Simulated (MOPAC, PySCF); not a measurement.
H2GeO, SMILES `[OH][GeH]` (lower singlet; H–O–Ge–H torsion 0°), neutral singlet in the gas phase. This singlet lies 1.85 eV below the relaxed triplet at the level frozen-core CCSD(T)/cc-pVTZ // B3LYP-D3(BJ)/def2-TZVP (Ansatz).

Cartesian coordinates (Å):
SMILES: [OH][GeH]
```xyz
4

O     -0.9514     0.2842     0.7261
Ge     0.7754     0.7934     0.6832
H     -1.1374    -0.5631     0.3076
H      1.3133    -0.5145    -0.1131
```
Charge 0, spin multiplicity 1.

All levels are single points at this geometry (B3LYP-D3(BJ)/def2-TZVP); Pople sets use spherical d functions. Orbital energies aren't observables, and empty levels follow the basis.

B3LYP/3-21G in PySCF gives gap (eV) = 4.29.

### Question
Estimate the gap (eV) from each of these levels: B3LYP-D3(BJ)/def2-TZVP in PySCF; PBE-D3(BJ)/def2-TZVP in PySCF; B3LYP/6-311+G** (LANL2DZ on Ge) in PySCF; BP86/6-31G* in PySCF; M06-2X/6-31G* in PySCF; SVWN5/6-31G* in PySCF; HF/3-21G in PySCF; HF/STO-3G in PySCF; AM1 in MOPAC; PM3 in MOPAC; PM6 in MOPAC; PM7 in MOPAC.

### Answer

```tsv
level	gap (eV)
B3LYP-D3(BJ)/def2-TZVP in PySCF	4.29
PBE-D3(BJ)/def2-TZVP in PySCF	2.78
B3LYP/6-311+G** (LANL2DZ on Ge) in PySCF	4.20
BP86/6-31G* in PySCF	2.84
M06-2X/6-31G* in PySCF	6.63
SVWN5/6-31G* in PySCF	2.69
HF/3-21G in PySCF	10.08
HF/STO-3G in PySCF	11.71
AM1 in MOPAC	7.09
PM3 in MOPAC	8.61
PM6 in MOPAC	7.53
PM7 in MOPAC	7.65
```
